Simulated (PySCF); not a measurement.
# Spectroscopy problems

[PySCF 2.14.0 with density-fitted response routines: PBE0/pcSseg-1 with gauge-including orbitals; geometry from GFN2-xTB; no relativistic terms; a single conformation; in vacuum; averaged over atoms made equivalent by symmetry, fast rotation or ring inversion]

Shifts are taken against calculated references (same method and geometry level): 1H (σ = 31.72 ppm) and 13C (σ = 186.93 ppm) against TMS. Splittings of carbon signals by F and P are missing where no couplings were computed. Where no couplings were computed, multiplicities follow the n + 1 count of equivalent neighbours, and m marks all less simple cases (inequivalent or close neighbours, rings, F or P nearby). Shifts are as computed. Against solution values, carbons near 30 ppm lie about +3 ppm off and those near 130 ppm about +5 ppm. Of 1211 compounds with measured shifts, 218 miss one by over three times the rms of a fit or turn the order of signals round; such compounds aren't used in these exercises.

(1) C8H12O3. 1H NMR (600 MHz, computed): δ 8.01 (s, 1H), 4.91 (m, 1H), 4.38 (m, 1H), 1.78 (m, 1H), 1.77 (m, 1H), 1.76 (m, 1H), 1.70 (m, 1H), 1.63 (s, 3H), 1.51 (m, 1H), 1.33 (m, 1H). 13C{1H} NMR (computed): δ 165.7 (CH), 88.2 (C), 85.0 (CH), 79.0 (CH), 49.2 (CH2), 33.1 (CH2), 25.7 (CH2), 25.5 (CH3). What is it?

(2) C5H4F2O3. 1H NMR (400 MHz, computed): δ 8.43 (m, 1H), 6.76 (t, 1H), 5.11 (m, 2H). 13C{1H} NMR (computed): δ 171.1 (C), 150.6 (C), 133.0 (CH), 120.4 (CH), 70.3 (CH2). Give a structure.

(3) C6H9NSi. 1H NMR (600 MHz, computed): δ 6.75 (m, 2H), 6.63 (m, 2H), 6.54 (m, 1H), 6.35 (m, 1H), 6.09 (m, 1H), 5.40 (d, 2H). 13C{1H} NMR (computed): δ 143.7 (CH2), 142.6 (CH), 127.7 (CH), 117.9 (CH). Give a structure.

(4) C6H8FP. 1H NMR (400 MHz, computed): δ 6.67 (m, 1H), 6.06 (m, 1H), 2.26 (s, 3H), 1.32 (m, 3H). 13C{1H} NMR (computed): δ 172.6, 148.5, 143.8, 118.7, 18.4, 13.2. Identify the compound.

## Answers

(1) SMILES C[C@@]1(OC=O)C[C@@H]2CC[C@H]1O2. The formula gives 3 degrees of unsaturation (2 rings in the answer). 8 carbon signals for 8 carbons: no two carbons are equivalent. Carbon types of the structure: 1 × C, 3 × CH, 3 × CH2, 1 × CH3, which accounts for all hydrogens. δC 165.7: ester carbonyl carbon; it is a carbonyl in resonance with an O or N lone pair, the region of acids, esters and amides. δC 88.2: fully substituted sp3 carbon bonded to O; deshielded by the electronegative neighbour. δC 85.0, 79.0: sp3 CH bonded to O; the inductive effect lowers its shielding. δC 25.5: methyl carbon; saturated and bonded to C and H only.

The data come from this structure; uniqueness wasn't tested.

(2) SMILES O=C1OCC=C1OC(F)F. Rings plus π bonds: 3 (1 ring in the answer). 5 carbon signals for 5 carbons: no two carbons are equivalent. Carbon types of the structure: 2 × C, 2 × CH, 1 × CH2, which accounts for all hydrogens. δC 171.1: ester carbonyl carbon; it is a carbonyl in resonance with an O or N lone pair, the region of acids, esters and amides. δC 150.6: alkene carbon bearing oxygen; an sp2 carbon further deshielded by the attached heteroatom. δC 120.4: sp3 CH bonded to 2 F and O; 3 electronegative neighbours deshield it. δC 70.3: allylic sp3 CH2 bonded to O; the inductive effect lowers its shielding.

The data come from this structure; uniqueness wasn't tested.

(3) `C=C[SiH2]n1cccc1`. Rings plus π bonds: 4 (1 ring in the answer). 4 carbon signals for 6 carbons: some carbons are equivalent by symmetry or fast rotation. Carbon types of the structure: 5 × CH, 1 × CH2, leaving 2 H on heteroatoms. δC 143.7: terminal =CH2 carbon; an sp2 carbon of a C=C bond. δC 142.6: alkene CH; as expected for a trigonal carbon in a double bond. δC 127.7: aromatic CH next to a ring nitrogen. δC 117.9: aromatic CH.

This is the structure that produced the data.

(4) `Cc1cp(C)cc1F`. 6 carbon signals for 6 carbons: no two carbons are equivalent. Carbon types of the structure: 2 × C, 2 × CH, 2 × CH3, which accounts for all hydrogens. δC 172.6, 148.5: unsaturated ring carbon. δC 143.8, 118.7: unsaturated ring CH. δC 18.4: methyl carbon on an unsaturated ring; aliphatic region, no heteroatom directly attached. δH 1.32: hydrogen on a methyl carbon bonded to P.

The shifts were computed for this structure.
